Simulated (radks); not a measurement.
Spherical quantum dot in the effective-mass picture: electrons in a hard-walled sphere of radius 2.62, with a point charge +2 (a donor) at the centre, all in effective atomic units (hartree* = m*/eps^2 hartree, bohr* = eps/m* bohr), one dielectric constant everywhere. Method: non-relativistic Kohn-Sham, r2SCAN, spin-polarised, spherical densities, generalised Kohn-Sham scheme; computed with a radial shooting solver with Libxc functionals. Levels are named by radial order and angular momentum (1s, 1p, 1d, 2s, ...), and open shells are averaged over m. Results are scaled to m* = 0.28 and eps = 8.5, for which hartree* = 105.5 meV and bohr* = 1.606 nm. Each electron was tried in the lowest free levels, single moves between levels near the top were tried too, and the lowest total energy was kept; such a search can miss a lower state. At N = 1 the Hartree and exchange-correlation terms need not cancel, so that row can carry a self-interaction error.

\begin{tabular}{lrrrrrr}
N & open shells & 2S & E (meV) & mu = E(N) - E(N-1) (meV) & addition energy mu(N+1) - mu(N) (meV) & e(HOMO) (meV) \\ \hline
1 & 1s(up 1, down 0) & 1 & -209.800 & -209.80 & 121.3 & -165.23 \\
2 & none & 0 & -298.269 & -88.469 & 224.2 & -52.177 \\
3 & 1p(up 1, down 0) & 1 & -162.557 & 135.71 & 48.76 & 158.89 \\
4 & 1p(up 2, down 0) & 2 & 21.9168 & 184.47 & 52.33 & 210.36 \\
5 & 1p(up 3, down 0) & 3 & 258.720 & 236.80 & 77.20 & 263.44 \\
6 & 1p(up 3, down 1) & 2 & 572.725 & 314.00 & 47.18 & 336.75 \\
7 & 1p(up 3, down 2) & 1 & 933.907 & 361.18 & 50.30 & 386.01 \\
8 & none & 0 & 1345.39 & 411.48 & 108.3 & 437.15 \\
9 & 2s(up 1, down 0) & 1 & 1865.22 & 519.83 & 74.58 & 547.05 \\
10 & none & 0 & 2459.63 & 594.41 & 70.70 & 623.70 \\
11 & 1d(up 1, down 0) & 1 & 3124.74 & 665.11 & 48.47 & 689.26 \\
12 & 1d(up 2, down 0) & 2 & 3838.31 & 713.58 & 48.80 & 737.97 \\
13 & 1d(up 4, down 0) 2s(up 1, down 0) & 5 & 4600.70 & 762.38 & 44.82 & 782.41 \\
14 & 1d(up 5, down 0) 2s(up 1, down 0) & 6 & 5407.90 & 807.20 & 58.37 & 831.97 \\
15 & 1d(up 5, down 0) & 5 & 6273.47 & 865.57 & 63.30 & 894.86 \\
16 & 1d(up 5, down 1) & 4 & 7202.34 & 928.87 & 47.46 & 952.52 \\
17 & 1d(up 5, down 2) & 3 & 8178.67 & 976.33 & 47.98 & 1000.2 \\
18 & 1d(up 5, down 3) & 2 & 9202.98 & 1024.3 & 47.93 & 1049.3 \\
19 & 2s(up 1, down 0) & 1 & 10275.2 & 1072.2 & 49.24 & 1093.4 \\
20 & none & 0 & 11396.7 & 1121.5 & 154.0 & 1153.4 \\
21 & 1f(up 1, down 0) & 1 & 12672.1 & 1275.4 & 47.12 & 1298.8 \\
22 & 1f(up 2, down 0) & 2 & 13994.7 & 1322.6 & 47.28 & 1346.0 \\
23 & 1f(up 3, down 0) & 3 & 15364.5 & 1369.8 & 47.45 & 1393.5 \\
24 & 1f(up 4, down 0) & 4 & 16781.8 & 1417.3 & 47.57 & 1441.0 \\
25 & 1f(up 5, down 0) & 5 & 18246.7 & 1464.9 & 47.66 & 1488.6 \\
26 & 1f(up 6, down 0) & 6 & 19759.2 & 1512.5 & 47.72 & 1536.3 \\
27 & 1f(up 7, down 0) & 7 & 21319.4 & 1560.2 & - & 1584.1 \\
\end{tabular}

All shells are closed at N = 2, 8, 10, 20 (there: 1s2 1p6 1d10 2s2); the second difference of the energy has clear peaks (12 % above both neighbours; the first and last values, which can be the largest, are not judged, and half-filled shells can peak too) at N = 2, 5, 8, 20.
